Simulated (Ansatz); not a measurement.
**Strength of the O–Si bond: C2H10OSi2 → CH7Si2 + CH3O**

Species: C2H10OSi2 `CO[SiH2]C[SiH3]`, singlet; CH7Si2 `[SiH2]C[SiH3]`, doublet; CH3O `C[O]`, doublet. 

Shapes, held fixed at every level: PBE0-D4/def2-TZVP. Flexible molecules stand in one conformer, not always the lowest. Programs: Ansatz 0.2.0. Electronic energies: no zero-point or thermal term.

| level | kind | ΔE (kJ/mol) | less CCSD(T)/CBS estimate |
| --- | --- | --- | --- |
| r2SCAN-D4/def2-TZVPP | meta-GGA | +459.3 | -45.1 |
| B3LYP-D4/def2-TZVPP | global hybrid | +467.8 | -36.6 |
| PBE0-D4/def2-TZVPP | global hybrid | +464.5 | -39.9 |
| wB97X-V/def2-TZVPP | range-separated hybrid | +488.1 | -16.3 |
| B2PLYP/def2-TZVPP | double hybrid | +480.4 | -24.0 |
| MP2/def2-TZVPP | perturbation theory | +525.8 | +21.4 |
| CCSD/def2-TZVPP | coupled cluster or CI | +479.9 | -24.5 |
| CCSD(T)/CBS estimate | coupled cluster or CI | +504.4 | 0.0 |

The highest level, CCSD(T)/CBS estimate, gives ΔE = +504.4 kJ/mol; the levels span +459.3 to +525.8. The column of differences is taken from that level and isn't an error. No measured value is set beside it here. Open shells run unrestricted unless RO is named. The CBS estimate extrapolates MP2 from def2-TZVPP and def2-QZVPP and adds CCSD(T) − MP2 in the triple-zeta set, cores frozen.
